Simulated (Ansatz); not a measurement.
Consider the adduct formation: `[CH3][AlH][CH3]` + disiloxane → `[CH3][AlH-]([CH3])[O+]([SiH3])[SiH3]`.

Program: Ansatz. Geometries: PBE0-D4/def2-TZVP. ΔE: electronic, gas phase. CCSD(T)/CBS is the MP2 limit (def2-TZVPP, def2-QZVPP) plus CCSD(T) − MP2 in def2-TZVPP, frozen cores. Functionals use def2-TZVPP. HSE06 is defined as in plane-wave codes. One conformer a species, not always the lowest.

| level | ΔE (eV) |
| --- | --- |
| HSE06-D4 | -0.74 |
| B2PLYP | -0.51 |
| r2SCAN0 | -0.68 |
| MP2/def2-QZVPP | -0.71 |

Task: What does CCSD(T)/CBS give? (An estimate is asked.)

Result: Computed: -0.72 eV. The listed levels differ from it by -0.02, 0.21, 0.04, 0.01 eV.

Largest T1 diagnostic among the species: 0.011.

Leaving LDA and LC-ωPBE aside and taking each functional with its dispersion term where it has one, the values, not all of them listed here, spread over 0.24 eV, from r2SCAN0-D4 to B2PLYP. LDA lies −0.44 eV from PBE without D4. The D4 term adds −0.31 eV with B3LYP and −0.18 eV with PBE0; it sums over pairs of atoms, weighted by their polarisabilities, and B3LYP, whose exchange is more repulsive, gets the larger term.

B3LYP here is the variant with VWN-RPA as its local correlation; programs differ in this.
